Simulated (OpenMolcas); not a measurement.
# Mo3+ in Cs2NaYF6: curves along the breathing mode

Mo3+ with its 6 nearest fluoride ions, on the Y site of Cs2NaYF6 (a = 9.075 Å, distance in the model lattice 2.178 Å). The rest of the host is ab initio model potentials to 7.6 Å, with orthogonalisation functions on the cations behind the ligands, and point charges beyond; the distance is set by hand and nothing relaxes. Ligand basis ANO-RCC-VDZP.

```json
{"Program": "OpenMolcas", "Method": "SS-CASPT2, IPEA 0.25 Eh, imaginary shift 0.1 Eh (closed shells correlated: 4s 4p and the ligand valence shells)", "Basis": "ANO-RCC-VDZP [6s5p3d1f]", "Scalar Hamiltonian": "DKH2, point nucleus", "Active space": "3 electrons in 5 orbitals (4d)", "State averaging": "2S+1 = 4 even, 10 roots; 2S+1 = 2 even, 40 roots", "Spin-orbit coupling": "RASSI with atomic mean-field integrals over the reference wave functions"}
```

Spin-free energies (labels of O, the rotations of Oh) in cm-1 above the lowest fitted minimum, as all ligands move together:

```tsv
R (Å)	4A2	2E	2T1	2T2	4T2	4T1	2A1
1.926	7190	18850	19030	25900	41060	47250	49480
1.972	2290	13970	14140	20960	33090	39340	41520
2.017	220	11910	12160	18840	28220	34300	36740
2.062	340	12060	12340	18890	25860	32090	34470
2.108	2350	14070	14400	20790	25630	31800	34300
2.153	5830	17540	17950	24150	27200	33280	35900
2.198	10570	22280	22670	28770	30220	36220	38980
```

Cubic fits give the following; the wavenumber is harmonic, with the mass of all moving ligands, small differences in it between states hang on the degree of the fit, a number in brackets counts states of one label, and the table is a selection of at most 14 states with clean curves.

```tsv
State	R0 (Å)	Breathing mode (cm-1)	Minimum (cm-1)
4A2	2.037	550	0
2E	2.037	549	11700
2T1	2.035	552	11950
2T2	2.039	545	18580
4T2	2.090	530	25470
4T1	2.090	526	31640
2A1	2.088	531	34110
2T2(2)	2.089	528	36700
2T1(2)	2.086	529	36980
2E(2)	2.087	531	37760
2T1(3)	2.088	527	40980
2T2(3)	2.086	530	44660
2A2	2.085	532	45560
4T1(2)	2.138	506	50640
```

The minimum of 4T2 is shifted by +0.0526 Å against 4A2 (from the unrounded fits). With M = 114.0 u for the moving shell, the Huang-Rhys factor in this mode is S = M ω ΔR² / 2ħ = 0.01483 × 114.0 × 550 × 0.0526² = 2.57. Only the first shell moves, against a rigid host.

Roots that are degenerate in the reference are averaged as groups; the widest CASPT2 spread within a group is 980 cm-1 (the 3-fold group of multiplicity 2 near 67900 cm-1 above the lowest state of its run, R = 2.017). Shifts and gaps below about the spread of the groups concerned are not significant. Over all roots computed the reference weight is 0.72 to 0.73 in R = 1.926, 0.72 to 0.73 in R = 1.972, 0.72 to 0.73 in R = 2.017, 0.72 to 0.73 in R = 2.062, 0.72 to 0.73 in R = 2.108, 0.72 to 0.73 in R = 2.153, 0.72 in R = 2.198; a low but even weight reflects the number of correlated electrons. Ligand-to-metal charge-transfer states are missing. With no ligand orbital active B as a rule stays too high, so bands that hang on it stand too high and its fall with covalency is understated. With one d shell and no ligand orbital active, 10Dq can be off by a tenth or more. The least metal-like active orbital is 80 % on the metal (Löwdin) and no ligand orbital is active, so the numbers are rough (holds for R = 1.926). The least metal-like active orbital is 82 % on the metal (Löwdin) and no ligand orbital is active, so the numbers are rough (holds for R = 1.972). The least metal-like active orbital is 83 % on the metal (Löwdin) and no ligand orbital is active, so the numbers are rough (holds for R = 2.017). The least metal-like active orbital is 84 % on the metal (Löwdin) and no ligand orbital is active, so the numbers are rough (holds for R = 2.062; R = 2.108). No measured value stands beside these numbers.
